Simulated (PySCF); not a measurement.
SMILES O([SiH3])/C=C\c1cccs1, GFN2-xTB optimised geometry.

```
17

Si    -3.36    -0.17    -0.10
O     -1.77    -0.53    -0.02
C     -1.11    -1.70    -0.01
C      0.23    -1.75     0.00
C      1.10    -0.61     0.00
C      2.47    -0.61     0.00
C      3.02     0.68     0.00
C      2.07     1.66     0.00
S      0.48     1.01     0.00
H     -3.92    -0.66    -1.36
H     -3.28     1.27     0.00
H     -4.08    -0.81     1.01
H     -1.70    -2.60    -0.01
H      0.71    -2.72     0.01
H      3.05    -1.51     0.00
H      4.08     0.88     0.00
H      2.21     2.72     0.00
```

Density from CAM-B3LYP/def2-SVP run with PySCF at that geometry.

Minimum of the electron density along straight lines between bonded atoms, close to the bond critical point (lines longer than 1.1 times the sum of covalent radii, or with two minima, are not listed):

```
bond     length / Å  ρ at the minimum / e bohr⁻³  ∇²ρ there / e bohr⁻⁵  position (fraction from the first atom)
-------  ----------  ---------------------------  --------------------  ---------------------------------------
Si1–O2        1.630                        0.125                  1.05                                     0.41
O2–C3         1.342                        0.286                   ___                                     0.67
C3–C4         1.339                        0.341                   ___                                     0.52
C4–C5         1.433                        0.285                 -0.72                                     0.49
C5–C6         1.372                        0.319                 -0.81                                     0.51
C6–C7         1.407                        0.301                 -0.76                                     0.50
C7–C8         1.359                        0.325                 -0.83                                     0.49
C5–S9         1.737                        0.212                   ___                                     0.47
C8–S9         1.719                        0.220                 -0.51                                     0.48
Si1–H10       1.465                        0.119                  0.32                                     0.49
Si1–H11       1.451                        0.122                  0.35                                     0.49
Si1–H12       1.465                        0.119                  0.32                                     0.49
C3–H13        1.083                        0.287                 -1.13                                     0.64
C4–H14        1.079                        0.282                 -1.08                                     0.64
C6–H15        1.076                        0.283                 -1.09                                     0.63
C7–H16        1.076                        0.284                 -1.10                                     0.64
C8–H17        1.072                        0.286                 -1.12                                     0.64
```

**Question.** Complete the blanks.

**Answer.** 
- O2–C3, ∇²ρ there / e bohr⁻⁵: -0.06
- C3–C4, ∇²ρ there / e bohr⁻⁵: -0.92
- C5–S9, ∇²ρ there / e bohr⁻⁵: -0.46
